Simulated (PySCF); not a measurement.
CH₆OSi₂, SMILES C1O[SiH2][SiH2]1.

The structure is a stationary point at TPSSh-D3(BJ)/def2-SVP.

These are SMD-M06-2X/6-31G* (PySCF) values and carry that method's errors.

Solvation free energies are E(SMD) − E(gas) at the gas-phase geometry, for 1 M in both phases. In vacuum the dipole moment is 1.61 D.

| solvent | ΔG(solv) (kcal/mol) | its non-electrostatic (CDS) part | dipole (D) |
|---|---|---|---|
| water | -0.9 | 3.1 | 2.23 |
| ethylethanoate | -2.2 | -0.6 | 1.88 |
| benzene | -1.9 | -1.0 | 1.76 |
